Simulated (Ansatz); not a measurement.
ClH5O2Si2 can be A, `O[Si](O)([SiH3])Cl`, or B, `O[SiH2][SiH](O)Cl`.

Program: Ansatz. Geometries: PBE0-D4/def2-TZVP. ΔE: electronic, gas phase. CBS: MP2 limit from def2 TZ/QZ plus the TZ coupled-cluster correction, frozen cores. Functionals use def2-TZVPP. B3LYP here is the variant with VWN-RPA as its local correlation; programs differ in this. Each species was taken in one conformer, which may not be the lowest.

A:

```xyz
10

O     0.6822    1.8097    0.2503
Si    0.2489    0.4065   -0.4753
O     1.5792   -0.2734   -1.1195
Si   -0.7305   -1.1640    0.9422
Cl   -1.1235    0.9018   -1.9486
H     0.0371    2.5188    0.2658
H     2.1570    0.2746   -1.6560
H    -1.9456   -0.5576    1.5485
H     0.2150   -1.5454    2.0235
H    -1.1198   -2.3709    0.1690
```

B:

Z-matrix (Å, degrees):
```
Si
Si 1 2.348
O 1 1.650 2 106.6
H 1 1.483 2 112.4 3 -118.5
H 1 1.491 2 109.2 3 121.1
Cl 2 2.066 1 111.9 3 89.7
O 2 1.649 1 101.2 3 -27.6
H 2 1.486 1 117.8 3 -148.8
H 3 0.960 1 115.5 2 27.5
H 7 0.960 2 118.9 1 178.4
```

Problem. Which is lower in electronic energy at CCSD(T)/CBS, and by how much? (An estimate is asked.)

Solution. The calculation gave: A, by 9.2 kcal/mol.

Problem. Give E(B) − E(A) in kcal/mol with PBE-D4, CCSD(T)/def2-TZVPP, PBE0-D4, MP2/def2-TZVPP, B3LYP, B3LYP-D4, r2SCAN-D4. (An estimate is asked.)

Solution. Ansatz gave: PBE-D4 9.3, CCSD(T)/def2-TZVPP 9.5, PBE0-D4 9.5, MP2/def2-TZVPP 9.3, B3LYP 8.7, B3LYP-D4 9.1, r2SCAN-D4 9.8. None reverses the order clearly.

Largest T1 diagnostic: 0.012.
